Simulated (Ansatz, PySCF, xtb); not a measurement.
Breaking a bond: Cl2 (anion, charge -1), doublet. Each curve is given relative to its own lowest point near equilibrium.

```json
[
 {"R / Å": "1.96", "A": "2.373", "B": "2.446", "C": "1.957", "D": "2.631"},
 {"R / Å": "2.11", "A": "1.169", "B": "1.211", "C": "0.964", "D": "1.364"},
 {"R / Å": "2.27", "A": "0.422", "B": "0.481", "C": "0.367", "D": "0.598"},
 {"R / Å": "2.37", "A": "0.171", "B": "0.228", "C": "0.165", "D": "0.321"},
 {"R / Å": "2.45", "A": "0.060", "B": "0.104", "C": "0.071", "D": "0.177"},
 {"R / Å": "2.59", "A": "0.000", "B": "0.008", "C": "0.003", "D": "0.040"},
 {"R / Å": "2.64", "A": "0.007", "B": "0.000", "C": "0.000", "D": "0.018"},
 {"R / Å": "2.67", "A": "0.015", "B": "0.001", "C": "0.002", "D": "0.009"},
 {"R / Å": "2.75", "A": "0.050", "B": "0.017", "C": "0.020", "D": "0.000"},
 {"R / Å": "2.90", "A": "0.137", "B": "0.088", "C": "0.082", "D": "0.023"},
 {"R / Å": "3.03", "A": "0.214", "B": "0.171", "C": "0.150", "D": "0.065"},
 {"R / Å": "3.32", "A": "0.346", "B": "0.367", "C": "0.306", "D": "0.183"},
 {"R / Å": "3.58", "A": "0.403", "B": "0.514", "C": "0.421", "D": "0.277"},
 {"R / Å": "4.00", "A": "0.398", "B": "0.681", "C": "0.543", "D": "0.379"},
 {"R / Å": "4.35", "A": "0.356", "B": "0.770", "C": "0.597", "D": "0.424"},
 {"R / Å": "4.82", "A": "0.296", "B": "0.839", "C": "0.625", "D": "0.445"},
 {"R / Å": "5.26", "A": "0.246", "B": "0.866", "C": "0.626", "D": "0.503"},
 {"R / Å": "5.77", "A": "0.195", "B": "0.872", "C": "0.613", "D": "0.442"},
 {"R / Å": "6.38", "A": "0.144", "B": "0.864", "C": "0.589", "D": "0.392"},
 {"R / Å": "7.05", "A": "0.097", "B": "0.848", "C": "0.561", "D": "0.351"},
 {"R / Å": "7.88", "A": "0.048", "B": "0.828", "C": "0.529", "D": "0.311"}
]
```

Energies in eV.

Question: Assign the columns to these levels of theory: xtb with GFN1-xTB; unrestricted B3LYP/6-31G*, spherical d run with PySCF; unrestricted M06-2X/6-31G*, spherical d (PySCF); unrestricted PBE0/aug-cc-pVTZ (Ansatz, an electronic-structure program).

Answer: A is GFN1-xTB; B is UKS-M06-2X/6-31G*; C is UKS-PBE0; D is UKS-B3LYP/6-31G*.

Where the anion isn't bound against loss of the electron, the finite basis alone holds it.
